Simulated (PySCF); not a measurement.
Stepwise substitution at one centre (Sn OCH3-H). All species are isolated molecules in the gas phase. One relaxed conformer stands for each flexible species; it need not be the lowest. Strings in code marks are SMILES.

The HOMO–LUMO gap from two functionals at the same geometries (B3LYP-D3(BJ)/def2-SVP), both in PySCF: PBE-D3(BJ)/def2-TZVP and B3LYP-D3(BJ)/def2-TZVP. B3LYP has the VWN-RPA correlation part, as in Gaussian. 

```tsv
species	PBE-D3(BJ)/def2-TZVP (eV)
0 of 4 OCH3 replaced by H (`C[O][Sn]([O]C)([O]C)[O]C`)	3.58
1 of 4 OCH3 replaced by H (`C[O][SnH]([O]C)[O]C`)	4.13
2 of 4 OCH3 replaced by H	4.64
3 of 4 OCH3 replaced by H	4.58
4 of 4 OCH3 replaced by H (`[SnH4]`)	7.52
```

What does B3LYP-D3(BJ)/def2-TZVP give for each?


- 0 of 4 OCH3 replaced by H (`C[O][Sn]([O]C)([O]C)[O]C`): 5.63
- 1 of 4 OCH3 replaced by H (`C[O][SnH]([O]C)[O]C`): 6.13
- 2 of 4 OCH3 replaced by H: 6.60
- 3 of 4 OCH3 replaced by H: 6.45
- 4 of 4 OCH3 replaced by H (`[SnH4]`): 9.15
Over these rows, drawn at random from the members with no instability flagged (it was tested for open shells, ions and some series alone), PBE minus B3LYP-D3(BJ): mean -1.90 eV, from -2.04 eV to -1.64 eV.
